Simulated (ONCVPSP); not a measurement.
# Ge: one change to an ONCV potential, before and after

germanium (Ge), optimised norm-conserving Vanderbilt (ONCV), made with ONCVPSP 4.0.1 (PBE, scalar-relativistic). Core [Ar], reference 3d10 4s2 4p2. Waves: 4s: rc 1.85 bohr, ncon 4, nbas 7, qcut 4.3 1/bohr, 3 projectors, debl 2.9 Ha; 4p: rc 2.25 bohr, ncon 4, nbas 8, qcut 2.9 1/bohr, 3 projectors, debl 3.4 Ha; 3d: rc 0.65 bohr, ncon 4, nbas 8, qcut 16.1 1/bohr, 2 projectors, debl 1.6 Ha. Local part: polynomial inside 0.60 bohr (lpopt 5, dvloc0 0 Ha). Core correction: polynomial model core, fcfact 0.55.

All-electron outer shells of the reference configuration (PBE, scalar-relativistic, ld1.x):

```json
{"shell": "3s", "level (eV)": "-168.49", "outermost node (bohr)": "0.26", "outermost maximum (bohr)": "0.54"}
{"shell": "3p", "level (eV)": "-115.62", "outermost node (bohr)": "0.23", "outermost maximum (bohr)": "0.54"}
{"shell": "3d", "level (eV)": "-29.31", "outermost node (bohr)": "–", "outermost maximum (bohr)": "0.50"}
{"shell": "4s", "level (eV)": "-11.73", "outermost node (bohr)": "0.77", "outermost maximum (bohr)": "1.75"}
{"shell": "4p", "level (eV)": "-3.90", "outermost node (bohr)": "0.82", "outermost maximum (bohr)": "2.22"}
```

Change: local potential polynomial inside 0.40 bohr (lpopt 4, dvloc0 0 Ha).

Cutoffs: the cutoffs (Ha) at which the residual kinetic energy of the hardest occupied pseudo-wave falls to 1 and 0.1 mHa per electron; they do not see the model core or the augmentation charge, which bear on the density cutoff. Errors are all-electron minus pseudo energies relative to the spin-unpolarised reference configuration.

Problem. How do hardness, ghosts and transferability respond?

Solution. The potential gets neither clearly harder nor softer (509 Ha and 595 Ha → 509 Ha and 595 Ha); the bound ghosts move from s to p, s; the errors of the 3 common tests hardly move. In the separable form a ghost depends on how the local part lies against the semilocal potential of the channel, so the choice of the local part can create or remove one.

| quantity | base | changed |
| --- | --- | --- |
| cutoff, loose | 509 Ha | 509 Ha |
| cutoff, tight | 595 Ha | 595 Ha |
| bound ghosts | s | s, p |
| GHOST(+) flags under 300 eV | p at 108.4 eV | s at 279.4 eV |
| tests with a reliable result | 3 of 4 | 3 of 4 |
| error for 3d10 4s2 4p1, meV [ΔE 7.44 eV] | -2.2 | -2.3 |
| error for 3d10 4s2 4p0, meV [ΔE 22.88 eV] | -15 | -16 |
| error for 3d10 4s1 4p0, meV [ΔE 57.68 eV] | -63 | -63 |
| s: phases at 1.87 bohr within 0.05 rad from the reference energy up to (Ha; the scan ends near 5) | to the end of the scan | to the end of the scan |
| p: phases at 2.28 bohr within 0.05 rad from the reference energy up to (Ha; the scan ends near 5) | to the end of the scan | to the end of the scan |
| d: phases at 0.66 bohr within 0.05 rad from the reference energy up to (Ha; the scan ends near 5) | to the end of the scan | to the end of the scan |
| rms error of d²Exc/dni dnj with the model core, mHa | 1.69 | 1.69 |

 A true bound ghost makes a file unfit for plane-wave use even where its test errors are small: the radial tests pick states by their node count and pass the ghost by.
